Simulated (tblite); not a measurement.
Compound: C₂H₁₄N₂Si₃.
Atom-mapped SMILES: `[CH3:1][NH:2][Si@@H:3]([CH2:4][SiH3:5])[SiH2:6][NH2:7]` (hydrogens: H8, H9, H10 on C1; H11 on N2; H12 on Si3; H13, H14 on C4; H15, H16, H17 on Si5; H18, H19 on Si6; H20, H21 on N7)

Cartesian coordinates in Å at the GFN2-xTB level; atoms count from 1:
```xyz
21
C2H14N2Si3 angstrom
C     -0.6803   -2.8948    0.1532
N     -0.7625   -1.8974   -0.8853
Si    -0.2391   -0.2567   -0.7071
C     -1.4350    0.8257    0.3310
Si    -1.1067    2.6930    0.3002
Si     1.8883   -0.3324    0.1647
N      2.5333    1.2627    0.0191
H     -1.5234   -2.8512    0.8543
H      0.2385   -2.7423    0.7164
H     -0.6547   -3.8945   -0.2865
H     -1.5577   -2.0648   -1.4834
H     -0.3594    0.2120   -2.1046
H     -2.4576    0.6493   -0.0104
H     -1.4077    0.4893    1.3697
H     -1.1875    3.1891   -1.0783
H      0.2120    2.9901    0.8562
H     -2.1313    3.3851    1.0947
H      2.0056   -0.5946    1.6102
H      2.7496   -1.3615   -0.4595
H      3.4511    1.4467    0.3907
H      2.4157    1.7642   -0.8457
```

Computed with GFN2-xTB (tblite): harmonic, unscaled wavenumbers at the GFN2-xTB geometry, gas phase. Errors from tens to a few hundred cm⁻¹ against measured bands are possible. Modes of hydrogen on silicon can be 10 to 20 % off. One conformer, not necessarily the lowest.

Harmonic wavenumbers (cm⁻¹): 29.0, 36.5, 55.2, 88.7, 102.1, 126.5, 142.0, 156.4, 173.7, 211.2, 216.0, 336.1, 423.1, 443.6, 490.8, 501.2, 517.6, 525.4, 598.0, 603.2, 665.5, 682.8, 704.8, 731.4, 785.6, 789.0, 796.3, 801.7, 815.4, 830.1, 849.7, 887.6, 1014.5, 1063.1, 1110.8, 1127.4, 1159.1, 1365.5, 1423.9, 1458.4, 1493.3, 1508.3, 1537.4, 2089.1, 2103.3, 2159.2, 2206.6, 2227.3, 2278.8, 2884.8, 2946.9, 2958.7, 2964.3, 3020.4, 3437.4, 3475.2, 3509.8.

A = 1457, B = 994.6, C = 649.8 MHz; mass 150.046 u (most abundant isotopes); point group C1, symmetry number 1.

Q: What is the zero-point energy?

A: Half the sum of the wavenumbers: 33820 cm⁻¹ = 404.58 kJ/mol.

Q: Give the ideal-gas entropy at 298.15 K and 1 bar in the rigid-rotor, harmonic-oscillator model (classical rotation).

A: Translation 171.35, rotation 126.41, vibration 198.47: S = 496.2 J/(mol K).

Q: And Cp and H(298.15 K) − H(0)?

A: Cp = 212.27 J/(mol K), of which vibrations give 179.01 (their classical limit is 57 R = 473.9); H(298.15 K) − H(0) = 38.92 kJ/mol without the zero-point energy, 29.01 from vibrations.

Q: What must be added to the electronic energy to get the Gibbs energy at 298.15 K and 1 bar?

A: ZPE + [H(298.15 K) − H(0)] − T·S = 404.58 + 38.92 − 147.95 = 295.55 kJ/mol.

Q: Which modes carry the vibrational entropy at 298.15 K?

A: 29.0 cm⁻¹: 24.67; 36.5 cm⁻¹: 22.76; 55.2 cm⁻¹: 19.34; 88.7 cm⁻¹: 15.43; 102.1 cm⁻¹: 14.28; 126.5 cm⁻¹: 12.55 J/(mol K); the other 51 give 89.43 together.

Q: How do the functions run with temperature in this model?

A: 
```tsv
T (K)	S (J/(mol K))	Cp (J/(mol K))	H − H(0) (kJ/mol)	G − H(0) (kJ/mol)	ln q(vib)
100	331.9	107.1	7.22	-25.96	3.78
200	422.2	160.6	20.57	-63.88	8.20
300	497.5	213.2	39.32	-109.95	12.24
500	626.1	290.9	90.31	-222.74	19.70
800	779.7	362.0	189.18	-434.57	29.57
1000	864.0	393.5	264.89	-599.14	35.41
```

q(vib) and H(0) count from the zero-point level.

Hindered rotation and anharmonicity are outside this model. Other conformers, if any are populated, would add a mixing term that is left out. The structure is chiral; the term R ln 2 for an equal mix with its mirror image is left out.
